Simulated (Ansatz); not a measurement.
Computed with Ansatz on PBE0-D4/def2-TZVP structures; ΔE is electronic, products minus reactants. CCSD(T)/CBS is the MP2 limit (def2-TZVPP, def2-QZVPP) plus CCSD(T) − MP2 in def2-TZVPP, frozen cores. This one scheme is used for every species. DFT in def2-TZVPP. One conformer a species, not always the lowest.

Reaction (ligand exchange at the Al–C bond): `C[CH2][Al]([Cl])[Cl]` + CH₃OH → `C[O][Al]([Cl])[Cl]` + `CC`

```json
{"level": "LDA (SPW92)", "ΔE (eV)": "-1.30"}
{"level": "B97M-V", "ΔE (eV)": "-1.46"}
{"level": "r2SCANh-D4", "ΔE (eV)": "-1.43"}
{"level": "r2SCANh", "ΔE (eV)": "-1.44"}
{"level": "CCSD/def2-SVP", "ΔE (eV)": "-1.51"}
{"level": "MP2/def2-TZVPP", "ΔE (eV)": "-1.45"}
{"level": "HF/def2-QZVPP", "ΔE (eV)": "-1.61"}
{"level": "CCSD/CBS(def2)", "ΔE (eV)": "-1.43"}
```

What does CCSD(T)/CBS give? (Best estimate.)

Ansatz gave: -1.41 eV. The listed levels differ from it by 0.11, -0.05, -0.02, -0.03, -0.10, -0.04, -0.20, -0.02 eV.

Largest T1 diagnostic among the species: 0.010.

In def2-TZVPP, CCSD(T) changes the Hartree–Fock value by +0.17 eV (the triples alone add +0.03 eV) and MP2 by +0.15 eV. From BLYP to BHLYP (50 % exact exchange), in def2-TZVPP and without D4, ΔE moves by −0.08 eV.
